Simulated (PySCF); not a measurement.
BH3N, SMILES B[NH], multiplicity 2.

Coordinates come from a B3LYP-D3(BJ)/def2-TZVP optimisation. The isomer is the one that the SMILES or the coordinates give; other isomers of the formula were not compared.

Calculation: TDA-ωB97X/def2-TZVPD (PySCF).

Vertical excitations. 

| state | energy (eV) | λ (nm) | f | main pairs |
|---|---|---|---|---|
| root 1 | 2.08 | 595 | 0.000 | β HOMO→LUMO 98 % |
| root 2 | 5.45 | 227 | 0.058 | β HOMO−1→LUMO 89 % |
| root 3 | 5.99 | 207 | 0.000 | α HOMO→LUMO+1 94 % |
| root 4 | 6.44 | 193 | 0.008 | α HOMO−1→LUMO+1 38 %, β HOMO→LUMO+2 52 % |
| root 5 | 6.71 | 185 | 0.022 | β HOMO−2→LUMO 89 % |
| root 6 | 7.43 | 167 | 0.001 | α HOMO→LUMO 70 %, α HOMO→LUMO+2 21 % |
| root 7 | 8.01 | 155 | 0.023 | β HOMO→LUMO+1 53 %, β HOMO→LUMO+3 36 % |
| root 8 | 8.12 | 153 | 0.000 | β HOMO−1→LUMO+2 91 % |
| root 9 | 8.24 | 150 | 0.034 | α HOMO→LUMO+2 66 %, α HOMO→LUMO 21 % |
| root 10 | 8.48 | 146 | 0.051 | α HOMO−1→LUMO 50 %, α HOMO−1→LUMO+2 38 % |
Unrestricted roots are not spin-pure.
